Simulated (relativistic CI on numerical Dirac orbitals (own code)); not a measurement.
Calculated levels, Sn47+

Method of calculation: Dirac-Coulomb-Breit CI, orbitals from a KLI potential per configuration, model QED, unscaled Slater integrals (own radial code, finite nucleus).

CI space (outside the closed core 1s2): 2s, 2p, 3s, 3p, 3d, 4s, 4p, 4d, 4f, 5s, 5p, 5d, 5f, 5g. Levels of other configurations are missing.

The lowest level is 2s ²S1/2, with 100 % of that term; Hund's rules for 2s give ²S with J = 1/2, in agreement.

```csv
No.,Configuration,Term,J,E (10³ cm⁻¹),%,Next component (%),Landé g
1,2s,²S,1/2,0.0,100,,1.980
2,2p,²P°,1/2,871.8,100,,0.644
3,2p,²P°,3/2,3024.1,100,,1.317
4,3s,²S,1/2,37649.4,100,,1.993
5,3p,²P°,1/2,37890.1,100,,0.656
6,3p,²P°,3/2,38529.2,100,,1.327
7,3d,²D,3/2,38607.9,100,,0.792
8,3d,²D,5/2,38803.9,100,,1.193
9,4s,²S,1/2,50637.7,100,,1.997
10,4p,²P°,1/2,50736.4,100,,0.661
11,4p,²P°,3/2,51005.2,100,,1.330
12,4d,²D,3/2,51038.0,100,,0.795
13,4d,²D,5/2,51120.9,100,,1.196
14,4f,²F°,5/2,51122.6,100,,0.853
15,4f,²F°,7/2,51163.5,100,,1.139
16,5s,²S,1/2,56589.7,100,,1.999
17,5p,²P°,1/2,56639.4,100,,0.663
18,5p,²P°,3/2,56776.6,100,,1.331
19,5d,²D,3/2,56793.3,100,,0.797
20,5d,²D,5/2,56835.8,100,,1.198
21,5f,²F°,5/2,56836.7,100,,0.854
22,5g,²G,7/2,56857.7,100,,0.886
23,5f,²F°,7/2,56857.7,100,,1.141
24,5g,²G,9/2,56870.2,100,,1.109
```

Energies count from the lowest computed level; ° marks odd parity.

The mean weight of the leading LS term, summed over parents, in these 24 levels is 100 %, and that of the leading jj configuration (from the same eigenvectors) 100 %.

At this charge energies of transitions that change n are usually good to better than 1 %, and those within a shell (Δn = 0) to a few per cent.
